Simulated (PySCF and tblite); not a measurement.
Values are calculated unless marked as measured or tabulated.
C₆H₄OS₃, numbered as in [OH:1][c:2]1[cH:3][s:4][c:5]2[c:6]([SH:7])[cH:8][s:9][c:10]12.

Conformers came from 90 starts (ETKDG and KDG, MMFF94s, GFN2-xTB); geometries are GFN2-xTB. Energies: PBE0-D3(BJ)/def2-SVP (IEF-PCM, benzene), with GFN2-xTB thermal terms (modes under about 100 cm⁻¹ blended into free rotors). Symmetry numbers and mirror images are counted. Conformers within 2.5 kcal/mol (GFN2-xTB free energy) were kept, 4 at most. GIAO shieldings: wB97X-D/pcSseg-1 (IEF-PCM, benzene). Shifts are against TMS (¹H), TMS (¹³C) at the same level. Codes: tblite and PySCF.

Torsions listed: H1–O1–C2–C3, C5–C6–S7–H7.

```csv
conformer,shape,symmetry,E(GFN2) kcal/mol,E(DFT) kcal/mol
1,"0°, 180°",Cs,1.03,0.00
2,"0°, 0°",Cs,0.41,0.07
3,"180°, 180°",Cs,0.89,1.16
4,"180°, 0°",Cs,0.00,1.18
```

**Question.** How much do the weights at 298.15 K and the averaged shift of C5 depend on how the conformers are weighted?

**Answer.** 
```json
{"weighting": "DFT energy with thermal terms, symmetry and mirror images (full scheme)", "1 (%)": "43", "2 (%)": "43", "3 (%)": "7", "4 (%)": "7", "δ (ppm)": "146.8", "rms dipole (D)": "2.00"}
{"weighting": "DFT energy with symmetry and mirror images", "1 (%)": "46", "2 (%)": "41", "3 (%)": "7", "4 (%)": "6", "δ (ppm)": "146.8", "rms dipole (D)": "1.97"}
{"weighting": "bare DFT energy", "1 (%)": "46", "2 (%)": "41", "3 (%)": "7", "4 (%)": "6", "δ (ppm)": "146.8", "rms dipole (D)": "1.97"}
{"weighting": "GFN2-xTB energy with symmetry and mirror images", "1 (%)": "9", "2 (%)": "26", "3 (%)": "12", "4 (%)": "53", "δ (ppm)": "147.1", "rms dipole (D)": "1.79"}
{"weighting": "GFN2-xTB free energy", "1 (%)": "8", "2 (%)": "25", "3 (%)": "12", "4 (%)": "55", "δ (ppm)": "147.1", "rms dipole (D)": "1.77"}
{"weighting": "leading conformer alone", "1 (%)": "100", "2 (%)": "0", "3 (%)": "0", "4 (%)": "0", "δ (ppm)": "145.9", "rms dipole (D)": "0.97"}
{"weighting": "equal weights", "1 (%)": "25", "2 (%)": "25", "3 (%)": "25", "4 (%)": "25", "δ (ppm)": "146.6", "rms dipole (D)": "2.00"}
{"weighting": "full scheme, search stopped after three starts", "1 (%)": "0", "2 (%)": "0", "3 (%)": "0", "4 (%)": "100", "δ (ppm)": "147.3", "rms dipole (D)": "0.90"}
```

The largest departure from the full scheme, 1.0 ppm, comes with: leading conformer alone.

The minima are those of GFN2-xTB; planar forms about aryl–S or allylic bonds may be saddles in DFT. Other tautomers (keto or thione forms) aren't considered and may dominate.
